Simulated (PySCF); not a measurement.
CH5FN2Si2. Atoms are numbered in the order given.

```xyz
11

F     -2.0248     1.2042    -0.3180
Si    -1.0194    -0.0445    -0.6065
C     -0.5625    -0.9301     1.0211
N      0.6625    -0.8891     1.3812
Si     1.7250    -0.0221     0.2566
N      0.5846     0.4404    -0.9882
H     -1.7098    -0.8373    -1.6572
H     -1.2922    -1.4522     1.6718
H      2.3615     1.1281     0.9583
H      2.7896    -0.9373    -0.2435
H      0.8402     0.9155    -1.8461
```
Charge 0, spin multiplicity 1.

Geometry optimised at PBE0-D3(BJ)/def2-SVP. The structure was generated by enumeration; whether it is a known compound was not checked.

Method: PBE0-D3(BJ)/def2-SVP run with PySCF.

Frequencies are harmonic and unscaled.

Computed normal modes with their intensities:
```tsv
mode	ν (cm⁻¹)	IR (km/mol)	moving atoms (share of kinetic energy)
1	108	1.4	F 35 %, N 25 %, Si 19 %, H 16 %
2	184	10.8	F 39 %, N 26 %, Si 16 %, H 13 %
3	274	4.4	H 32 %, N 27 %, F 20 %, Si 13 %
4	362	10.9	N 22 %, H 22 %, C 20 %, Si 18 %, F 17 %
5	395	73.1	H 79 %, N 10 %
6	455	12.1	Si 57 %, N 27 %, H 10 %
7	476	36.3	Si 41 %, N 33 %, C 17 %
8	623	11.3	H 63 %, C 23 %, Si 9 %
9	665	53.7	H 59 %, N 17 %, Si 15 %, C 9 %
10	695	31.4	H 88 %, N 9 %
11	718	22.3	N 51 %, H 26 %, Si 20 %
12	729	7.9	N 42 %, C 20 %, H 20 %, Si 13 %
13	800	9.0	H 51 %, Si 19 %, C 18 %, N 12 %
14	845	78.0	H 42 %, F 21 %, N 19 %, Si 17 %
15	871	17.8	H 75 %, N 12 %
16	883	89.9	H 45 %, Si 21 %, F 19 %
17	927	232.9	H 54 %, Si 22 %, C 12 %, F 8 %
18	946	277.0	H 55 %, Si 26 %, N 14 %
19	993	87.2	H 85 %, Si 11 %
20	1098	259.8	H 55 %, N 38 %
21	1334	11.1	H 81 %, C 11 %
22	1688	48.8	C 53 %, N 46 %
23	2248	128.5	H 96 %
24	2254	157.3	H 98 %
25	2272	119.9	H 97 %
26	3043	46.7	H 92 %, C 8 %
27	3672	73.4	H 93 %
```
